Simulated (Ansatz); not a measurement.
Question: Predict a relaxed structure of BeCl2(H2O)2 (BeCl2O2H4), charge 0, singlet, at B3LYP-D4/def2-SVP (Ansatz).

Answer: 
Cartesian coordinates in Å:
```
Be 0.203 0.353 -0.020
Cl 1.152 0.887 1.610
Cl 0.096 1.294 -1.738
O -1.457 0.131 0.475
H -2.014 0.668 -0.114
H -1.545 0.487 1.376
O 0.828 -1.229 -0.411
H 1.603 -1.387 0.155
H 1.133 -1.205 -1.334
```
 This is one stationary point.
